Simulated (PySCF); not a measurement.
Computed shifts of a molecule C3H9ClGe, PySCF with HF/pcSseg-1, GIAO, gas phase, equivalent atoms averaged, in ppm (number of nuclei): ¹³C: 3.6 (3). ¹H: 0.79 (9). References: ¹³C against TMS (σ = 192.6 ppm); ⁷³Ge against GeH4 (σ = 1776.1 ppm); ³⁵Cl against HCl (σ = 958.2 ppm); ¹H against TMS (σ = 31.99 ppm), references at their B3LYP-D3(BJ)/def2-TZVP geometries, non-relativistic (without spin–orbit terms, shifts of atoms bonded to Cl or Br come out too high). Geometry: B3LYP-D3(BJ)/def2-SVP. The values are those of a single conformer.

Pick the molecule that these values belong to.
A. C[CH](C)[GeH2][Cl]
B. C[CH2][Ge@H]([CH3])[Cl]
C. C[C@H](Cl)[CH2][GeH3]
D. [CH3][Ge]([CH3])([CH3])[Cl]

D, [CH3][Ge]([CH3])([CH3])[Cl]
